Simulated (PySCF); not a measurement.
# Exercise with solution: oscillator strength and radiative lifetime

C3H7NSi, SMILES C#CCN[SiH3].

Geometry: r2SCAN-D4/def2-SVP. Other conformers were not sampled.

PySCF 2.14.0 with TDDFT-PBE0/def2-SVPD puts the first singlet state with f over 0.02 at 7.13 eV (vertical), with the transition dipole (0.330, -0.147, 0.086) in atomic units.

Problem. Find the oscillator strength, the wavelength and the radiative lifetime that this transition would have in vacuum if emission retraced absorption.

Solution. 
|μ|² = 0.1379 au, so |μ| = 0.94 D. ΔE = 7.13/27.211 = 0.2620 hartree. f = (2/3) ΔE |μ|² = 0.024 (the program prints 0.024).
λ = 1239.84/7.13 = 174 nm; ν = 57507 cm⁻¹.
Einstein's coefficient A = 0.6670 ν² f s⁻¹ (ν in cm⁻¹) = 5.3e7 s⁻¹, so τ = 1/A = 19 ns. This state is S7; the lower singlets have f = 0.014, 0.000, 0.000, 0.013, 0.012, 0.003. The figure is the radiative limit of this one transition; relaxation, internal conversion, crossing to triplets and a medium change what is measured.
